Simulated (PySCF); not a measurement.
Isomers of C7H10P2, one GFN2-xTB conformer each. Single-point energies are computed at PBE0/pcSseg-1 (PySCF, gas phase, no added dispersion term), electronic only.

| SMILES | GFN2-xTB relative energy (kJ/mol) |
| --- | --- |
| Cc1pcpc(C)c1C | 111.6 |
| CC(C)c1cpccp1 | 116.8 |
| CCc1pccpc1C | 115.8 |
| CC(C)c1cpcpc1 | 116.3 |
| CPc1ccccc1P | 60.3 |
| CCc1ccpc(C)p1 | 120.6 |
| Cc1cccc(PP)c1 | 0.0 |
| CCc1cpc(C)cp1 | 107.4 |

Conformers: `[CH3:1][CH:2]([CH3:3])[c:4]1[cH:5][p:6][cH:7][cH:8][p:9]1` with C1–C2–C4–C5 -61°; `[CH3:1][CH2:2][c:3]1[p:4][cH:5][cH:6][p:7][c:8]1[CH3:9]` with C1–C2–C3–P4 87°; `[CH3:1][CH:2]([CH3:3])[c:4]1[cH:5][p:6][cH:7][p:8][cH:9]1` with C1–C2–C4–C5 -61°; `[CH3:1][PH:2][c:3]1[cH:4][cH:5][cH:6][cH:7][c:8]1[PH2:9]` with C1–P2–C3–C4 4°, C7–C8–P9–H 96° and 3°; `[CH3:1][CH2:2][c:3]1[cH:4][cH:5][p:6][c:7]([CH3:8])[p:9]1` with C1–C2–C3–C4 -85°; `[CH3:1][c:2]1[cH:3][cH:4][cH:5][c:6]([PH:7][PH2:8])[cH:9]1` with C5–C6–P7–P8 -95°, C6–P7–P8–H 81° and 173°; `[CH3:1][CH2:2][c:3]1[cH:4][p:5][c:6]([CH3:7])[cH:8][p:9]1` with C1–C2–C3–C4 -87°.

Task: What does PBE0/pcSseg-1 give for the same structures?

Result: 
```json
{"SMILES": "Cc1cccc(PP)c1", "PBE0/pcSseg-1 E (Eh)": "-954.81218", "PBE0/pcSseg-1 (kJ/mol)": "0.0", "GFN2-xTB (kJ/mol)": "0.0", "point group": "C1"}
{"SMILES": "CC(C)c1cpcpc1", "PBE0/pcSseg-1 E (Eh)": "-954.79819", "PBE0/pcSseg-1 (kJ/mol)": "36.7", "GFN2-xTB (kJ/mol)": "116.3", "point group": "–"}
{"SMILES": "CCc1ccpc(C)p1", "PBE0/pcSseg-1 E (Eh)": "-954.79746", "PBE0/pcSseg-1 (kJ/mol)": "38.6", "GFN2-xTB (kJ/mol)": "120.6", "point group": "C1"}
{"SMILES": "Cc1pcpc(C)c1C", "PBE0/pcSseg-1 E (Eh)": "-954.79731", "PBE0/pcSseg-1 (kJ/mol)": "39.1", "GFN2-xTB (kJ/mol)": "111.6", "point group": "near Cs"}
{"SMILES": "CCc1cpc(C)cp1", "PBE0/pcSseg-1 E (Eh)": "-954.79637", "PBE0/pcSseg-1 (kJ/mol)": "41.5", "GFN2-xTB (kJ/mol)": "107.4", "point group": "C1"}
{"SMILES": "CC(C)c1cpccp1", "PBE0/pcSseg-1 E (Eh)": "-954.79441", "PBE0/pcSseg-1 (kJ/mol)": "46.6", "GFN2-xTB (kJ/mol)": "116.8", "point group": "–"}
{"SMILES": "CCc1pccpc1C", "PBE0/pcSseg-1 E (Eh)": "-954.79304", "PBE0/pcSseg-1 (kJ/mol)": "50.3", "GFN2-xTB (kJ/mol)": "115.8", "point group": "C1"}
{"SMILES": "CPc1ccccc1P", "PBE0/pcSseg-1 E (Eh)": "-954.79113", "PBE0/pcSseg-1 (kJ/mol)": "55.3", "GFN2-xTB (kJ/mol)": "60.3", "point group": "–"}
```

Both levels put the same isomer lowest; measured from each level's own lowest isomer, the values differ by up to 82.0 kJ/mol (CCc1ccpc(C)p1: 120.6 against 38.6). Neighbours under 10 kJ/mol apart (CC(C)c1cpcpc1 and CCc1ccpc(C)p1; CCc1ccpc(C)p1 and Cc1pcpc(C)c1C; Cc1pcpc(C)c1C and CCc1cpc(C)cp1; CCc1cpc(C)cp1 and CC(C)c1cpccp1; others) can change places with a better method, another conformer or zero-point energy.

Task: Which frontier levels, dipoles and rotational constants go with these structures?

Result: 
```csv
SMILES,"HOMO (eV, PBE0/pcSseg-1)",LUMO (eV),dipole (D),"A, B, C (MHz)"
Cc1cccc(PP)c1,-6.46,-0.71,1.11,"2160, 674.7, 602.8"
CC(C)c1cpcpc1,-7.28,-1.97,2.14,"1955, 815.1, 656.1"
CCc1ccpc(C)p1,-6.97,-1.89,1.38,"2049, 875.8, 653.9"
Cc1pcpc(C)c1C,-6.75,-1.72,2.71,"1479, 1277, 694.2"
CCc1cpc(C)cp1,-6.76,-2.22,0.17,"2251, 814.3, 637.1"
CC(C)c1cpccp1,-6.93,-2.28,0.72,"1887, 886.0, 692.5"
CCc1pccpc1C,-6.78,-2.23,1.07,"1607, 1127, 710.7"
CPc1ccccc1P,-6.23,-0.72,1.55,"1516, 1129, 656.5"
```

Task: As an exercise, what shares would exp(−E/RT) give at 1000 K from these electronic energies alone (no entropy, no degeneracies)?

Result: RT = 8.314 kJ/mol: Cc1cccc(PP)c1 95.7 %, CC(C)c1cpcpc1 1.2 %, CCc1ccpc(C)p1 0.9 %, Cc1pcpc(C)c1C 0.9 %, CCc1cpc(C)cp1 0.7 %, CC(C)c1cpccp1 0.4 %, CCc1pccpc1C 0.2 %, CPc1ccccc1P 0.1 %.
